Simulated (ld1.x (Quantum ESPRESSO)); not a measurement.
Transferability test, PAW potential for Mn

```json
{
 "Element": "manganese (Mn)",
 "Generator": "ld1.x (Quantum ESPRESSO) 7.5",
 "Type": "PAW",
 "Functional": "PBE",
 "Relativity": "scalar-relativistic",
 "Frozen core": "[Ar]",
 "Valence charge": "7",
 "Reference configuration": "3d5 4s2 4p0",
 "Partial waves": "4s (bound): rcut 2.35, rcutus 2.75 bohr; 4s channel at 1.4 Ry: rcut 2.35, rcutus 2.75 bohr; 4p (bound, empty): rcut 3.40, rcutus 3.85 bohr; 4p channel at 0.4 Ry: rcut 3.40, rcutus 3.85 bohr; 3d (bound): rcut 1.35, rcutus 1.85 bohr; 3d channel at 0.6 Ry: rcut 1.35, rcutus 1.85 bohr",
 "Local potential": "all-electron potential smoothed inside 2.80 bohr (lloc = -2)",
 "Core correction": "Bessel-smoothed model core inside 1.10 bohr",
 "Augmentation charge": "PSQ, inside the norm-conserving radii"
}
```

Energies are relative to the spin-unpolarised reference configuration 3d5 4s2 4p0; without spin polarisation the order of configurations can differ from experiment.

Problem. Give the all-electron excitation energy and the error of the potential for: 3d5 4s1 4p0; 3d5 4s0 4p0; 3d4 4s0 4p0; 3d5 4s1 4p1; 3d5 4s1.5 4p0; 3d6 4s0 4p0; 3d6 4s1 4p0.

Solution.

| valence configuration | charge | ΔE all-electron (eV) | error AE − PS (meV) |
| --- | --- | --- | --- |
| 3d5 4s1 4p0 | +1 | 8.416 | -2.6 |
| 3d5 4s0 4p0 | +2 | 24.015 | -12 |
| 3d4 4s0 4p0 | +3 | 56.534 | -359 |
| 3d5 4s1 4p1 | 0 | 3.857 | -0.7 |
| 3d5 4s1.5 4p0 | +0.5 | 3.361 | -0.7 |
| 3d6 4s0 4p0 | +1 | 6.813 | -137 |
| 3d6 4s1 4p0 | 0 | -0.358 | -81 |

Levels in the configuration 3d6 4s0 4p0:

```json
{"level": "3d", "all-electron (eV)": "-10.705", "pseudo (eV)": "-10.565"}
```
